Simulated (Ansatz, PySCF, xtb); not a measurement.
H2S (SMILES S) and GeH4 (SMILES [GeH4]) are pulled apart as rigid monomers along the line of their centres of mass, from the B3LYP-D3(BJ)/def2-TZVP minimum. Starting geometry (charge 0, multiplicity 1):
```json
[
 {"atom": "S", "x (Å)": "0.2669", "y (Å)": "1.8733", "z (Å)": "0.6899"},
 {"atom": "H", "x (Å)": "-1.0639", "y (Å)": "1.8593", "z (Å)": "0.8654"},
 {"atom": "H", "x (Å)": "0.2462", "y (Å)": "0.7260", "z (Å)": "-0.0072"},
 {"atom": "Ge", "x (Å)": "-0.1718", "y (Å)": "-0.7165", "z (Å)": "3.5261"},
 {"atom": "H", "x (Å)": "-0.9441", "y (Å)": "0.5598", "z (Å)": "3.8868"},
 {"atom": "H", "x (Å)": "1.3308", "y (Å)": "-0.4197", "z (Å)": "3.4527"},
 {"atom": "H", "x (Å)": "-0.6635", "y (Å)": "-1.2478", "z (Å)": "2.1709"},
 {"atom": "H", "x (Å)": "-0.4314", "y (Å)": "-1.7858", "z (Å)": "4.6021"}
]
```

Interaction energies with rigid monomers; basis-set methods are counterpoise corrected unless marked otherwise.

Cores are frozen in the correlated methods. Filled d and f shells under p-block atoms count as core. Rows in STO-3G carry no dispersion term and start afresh at each structure; the Pople sets are all-electron and without relativity.

Run with Ansatz (Gaussian orbitals); PySCF for STO-3G rows, the dispersion terms; xtb for the GFN methods. 

| S1···Ge4 (Å) | GFN-FF (kJ/mol) | HF/STO-3G (no counterpoise) (kJ/mol) | PBE-D4/def2-TZVPPD (kJ/mol) | PBE0-D3(BJ)/def2-TZVPPD (kJ/mol) | SCS-MP2/def2-TZVPPD (kJ/mol) |
|---|---|---|---|---|---|
| 3.48 | -1.3 | 6.4 | [?] | -2.3 | 3.2 |
| 3.87 | -2.7 | 0.9 | -5.6 | -5.7 | -2.4 |
| 4.45 | -2.3 | -0.2 | -4.3 | -4.3 | [?] |
| 5.41 | -1.0 | -0.1 | -1.5 | -1.6 | -1.0 |
| 6.96 | -0.2 | 0.0 | -0.1 | -0.3 | -0.2 |

**Question.** Complete the blanks.

**Answer.** 
- 4.45, SCS-MP2/def2-TZVPPD (kJ/mol): -2.6
- 3.48, PBE-D4/def2-TZVPPD (kJ/mol): -1.9

Ansatz is an electronic-structure program.
